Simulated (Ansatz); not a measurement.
`[CH3][In]([F])[Br]` + H₂O → `[CH3][In]([OH])[F]` + HBr at 500 K and 1 bar (formal hydrolysis of the In–Br bond).

Gas-phase electronic energies from Ansatz, PBE0-D4/def2-TZVP geometries. CCSD(T)/CBS adds triple-zeta CCSD(T) − MP2 to the extrapolated MP2 energy (def2 sets, frozen cores). This one scheme is used for every species. def2 core potentials past Kr. For Br, In outer-core shells are correlated without core-valence functions, which leaves a few kJ/mol of doubt a bond. Scalar relativity is left out up to krypton. Each species was taken in one conformer, which may not be the lowest.

| species | CCSD(T)/CBS energy (Eh) | H − E (kJ/mol) | S (J/(mol·K)) |
| --- | --- | --- | --- |
| `[CH3][In]([F])[Br]` | -2902.87565 | 141.0 | 429.3 |
| H₂O | -76.37941 | 73.2 | 206.3 |
| `[CH3][In]([OH])[F]` | -405.29320 | 175.3 | 420.6 |
| HBr | -2573.91920 | 30.5 | 213.7 |

H − E and S are ideal-gas, rigid-rotor, harmonic terms from PBE0-D4/def2-TZVP, for one conformer and one mirror image of each species. 1 Eh = 2625.50 kJ/mol, R = 8.31446 J/(mol·K).

Q: By hand: ΔE, ΔH, ΔS and ΔG.

A: ΔE = (-405.29320) + (-2573.91920) − (-2902.87565) − (-76.37941) = 0.04266 Eh = 112.0 kJ/mol. Δ(H − E) = 175.3 + 30.5 − 141.0 − 73.2 = -8.4, so ΔH = 103.6 kJ/mol. ΔS = 420.6 + 213.7 − 429.3 − 206.3 = -1.3 J/(mol·K). ΔG = 103.6 − 500 × (-1.3)/1000 = 104.2 kJ/mol.

Q: By hand: the equilibrium constant, and the temperature at which ΔG would vanish if ΔH and ΔS stayed fixed.

A: log₁₀ K = −ΔG/(RT ln 10) = -10.9. ΔH and −TΔS have one sign here, so there is no such temperature. One of them is within its doubt of zero, so this could turn.

The number of gas molecules stays the same, so ΔS is small and ΔH decides. A doubt of 5 kJ/mol in ΔE shifts log₁₀ K by 0.5 here. Other conformers and mirror images would add mixing entropy, several J/(mol·K) or more a flexible species. Modes under 60 cm⁻¹, often nearly free rotors, make the harmonic entropy too high. These are equilibria of isolated gas molecules and say nothing of rates. Largest T1 diagnostic: 0.016 (customary marks: 0.02 for closed shells, 0.045 for open ones).
